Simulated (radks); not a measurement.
Polarisability of the carbon ion C2+, [He] 2s2, at imaginary frequency. Calculated with a radial shooting solver on a logarithmic mesh with Libxc functionals: scalar-relativistic Kohn-Sham, exchange-only LDA, spin-unpolarised, spherical densities, finite nucleus; Fermi nuclear charge, rms radius 2.4702 fm. Response by self-consistent Sternheimer equations with the Hartree and adiabatic exchange-only LDA kernel, the relativistic mass of each level held fixed and spin-orbit coupling left out.

w (hartree)  alpha1(iw) (bohr^3)  alpha2(iw) (bohr^5)
0.00266                    4.254                5.710
0.0143                     4.250                5.709
0.0360                     4.228                5.705
0.0697                     4.157                5.691
0.118                      3.987                5.655
0.186                      3.653                5.576
0.280                      3.109                5.415
0.413                      2.394                5.108
0.605                      1.648                4.562
0.892                      1.022                3.701
1.35                      0.5758                2.572
2.12                      0.2908                1.436
3.59                      0.1259               0.6060
6.94                     0.04339               0.1781
17.5                    0.009607              0.02929

Static values: alpha1 = 4.254 bohr^3 (0.6304 angstrom^3; uncoupled 8.133), alpha2 = 5.710 bohr^5, alpha3 = 19.67 bohr^7. C6 = 6.570, C8 = 64.26, triple-dipole C9 = 20.37 atomic units. One-pole (London) frequency 4 C6 / (3 alpha1^2) = 0.484 hartree, against 1.423 for minus the highest occupied eigenvalue.
